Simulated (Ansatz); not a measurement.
Program: Ansatz 0.2.0.

Basis-set series for C3H3ClFInO2, SMILES `[F][In-]1([Cl])[O]C=CC=[O+]1`. Total charge 0; spin multiplicity 1. In: def2 effective core potential. All single points use the PBE0-D4/def2-TZVP geometry.

Cartesian coordinates in Å:
```
F 1.993 1.227 2.215
In 1.162 1.431 0.480
Cl 1.544 3.241 -0.881
O 1.393 -0.400 -0.529
C 0.450 -1.224 -0.717
C -0.884 -1.109 -0.342
C -1.450 -0.032 0.333
O -0.887 1.029 0.731
H 0.741 -2.139 -1.247
H -1.540 -1.930 -0.598
H -2.521 -0.094 0.556
```

| functional | basis | functions | energy (Eh) | HOMO (eV) | LUMO (eV) |
| --- | --- | --- | --- | --- | --- |
| PBE0-D4 | def2-SVP | 143 | -1015.90080 | -8.03 | -2.52 |
| PBE0-D4 | def2-QZVPP | 584 | -1016.53512 | -8.09 | -2.68 |
| ωB97M-V | def2-SVP | 143 | -1016.25066 | -10.09 | -0.32 |
| ωB97M-V | def2-QZVPP | 584 | -1016.89189 | -10.18 | -0.56 |

(1) Give the rows for def2-TZVPP. (An estimate is asked.)

## Answers

(1) The calculation gave: 
```csv
functional,basis,functions,energy (Eh),HOMO (eV),LUMO (eV)
PBE0-D4,def2-TZVPP,320,-1016.49972,-8.07,-2.64
ωB97M-V,def2-TZVPP,320,-1016.85859,-10.16,-0.50
```
